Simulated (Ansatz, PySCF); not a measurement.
System: tetrafluorogermane, GeF4, charge 0, multiplicity 1. 
Geometry from a B3LYP-D3(BJ)/def2-TZVP (Ansatz, an electronic-structure program) optimisation:
```
Ge
F 1 1.7016
F 1 1.7016 2 109.47
F 1 1.7016 2 109.47 3 120.00
F 1 1.7016 2 109.47 3 -120.00
```

Property: atomisation energy (electronic, to ground-state atoms), in kcal/mol. Correlated levels leave the core frozen unless marked. UHF or UKS for open shells. Spin-orbit coupling is left out. Frozen are the shells of the preceding noble gas and the d and f shells that filled before the atom's block. No relativistic terms. The coupled-cluster limit lacks core correlation, which all-electron functionals hold. CBS marks a two-point X^-3 extrapolation of the correlation energy; Hartree-Fock from the larger set.

```csv
level,program,atomisation energy (kcal/mol)
HF/6-31G*,Ansatz,304.1
HF/def2-TZVPD,PySCF,314.3
```

### Question
What does CCSD(T)/CBS(cc-pVTZ,cc-pVQZ) (Ansatz) give?

### Answer
472.4 kcal/mol, so HF/def2-TZVPD differs from it by -158.1 kcal/mol.
